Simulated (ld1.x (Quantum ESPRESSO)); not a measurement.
**What the settings do to the ultrasoft potential of phosphorus (P)**

Base potential:

phosphorus, ultrasoft, made with ld1.x (Quantum ESPRESSO) 7.5 (PBE, non-relativistic). Core [Ne], reference 3s1.5 3p3.5. Waves: 3s (bound): rcut 1.30, rcutus 1.80 bohr; 3s channel at -0.7 Ry: rcut 1.30, rcutus 1.80 bohr; 3p (bound): rcut 1.65, rcutus 1.75 bohr; 3p channel at 0.35 Ry: rcut 1.65, rcutus 1.75 bohr. Local part: all-electron potential smoothed inside 1.55 bohr (lloc = -1). Core correction: none. Augmentation charge: built from norm-conserving waves at rcut, not smoothed further.

Cutoffs, loose and tight: the cutoffs (Ry, on a coarse ladder) from which the occupation-weighted sum of valence levels, in a spherical-Bessel basis at the reference potential, stays within 10 and 1 mRy of its value at 400 Ry. They do not see the model core or the augmentation charge, which bear on the density cutoff. Test errors are all-electron minus pseudo excitation energies from the reference, over the configurations 3s2 3p3; 3s2 3p2; 3s2 3p1; 3s2 3p0; 3s2 3p2.5; 3s0 3p5; 3s1 3p0. A dash means not determined; rows that change the core or the reference have their own tests.

```csv
change,outcome,"cutoff, loose","cutoff, tight",bound ghosts,largest test error (meV)
base,generated,12 Ry,21 Ry,none,+195
"all radii scaled by about 0.78 (s 1.40, p 1.36 bohr, rcut 1.02/1.28); local potential all-electron potential smoothed inside 1.20 bohr (lloc = -1)",generated,18 Ry,30 Ry,none,+162
"all radii scaled by about 0.85 (s 1.52, p 1.48 bohr, rcut 1.10/1.38); local potential all-electron potential smoothed inside 1.30 bohr (lloc = -1)",generated,12 Ry,25 Ry,none,+193
"all radii scaled by about 1.09 (s 1.96, p 1.90 bohr, rcut 1.42/1.80); local potential all-electron potential smoothed inside 1.68 bohr (lloc = -1)",generated,15 Ry,21 Ry,none,+205
"all radii scaled by about 1.18 (s 2.12, p 2.06 bohr, rcut 1.54/1.94); local potential all-electron potential smoothed inside 1.82 bohr (lloc = -1)",generated,12 Ry,18 Ry,none,+217
```

What comes out with this change to the base: all radii scaled by about 1.38 (s 2.48, p 2.42 bohr, rcut 1.80/2.28); local potential all-electron potential smoothed inside 2.14 bohr (lloc = -1)?

outcome: generated; cutoff, loose: 10 Ry; cutoff, tight: 15 Ry; bound ghosts: none; largest test error (meV): +258.

What comes out with this change to the base: all radii scaled by about 1.28 (s 2.30, p 2.24 bohr, rcut 1.66/2.10); local potential all-electron potential smoothed inside 1.98 bohr (lloc = -1)?

outcome: generated; cutoff, loose: 12 Ry; cutoff, tight: 15 Ry; bound ghosts: none; largest test error (meV): +239.

Reading the sweep of the scale of all radii (base = 1) (base included, trends over the rows without a ghost): The loose cutoff falls from 18 Ry at 0.78 to 10 Ry at 1.38, with one reversal. A larger radius leaves more room for a smooth pseudo-wave, so fewer plane waves are needed; a smaller one forces it to follow the all-electron wave where it bends sharply. The median size of the test errors (rows with all tests solved) is not monotonic: lowest 0.7 meV at 1.18, highest 40.8 meV at 0.78.
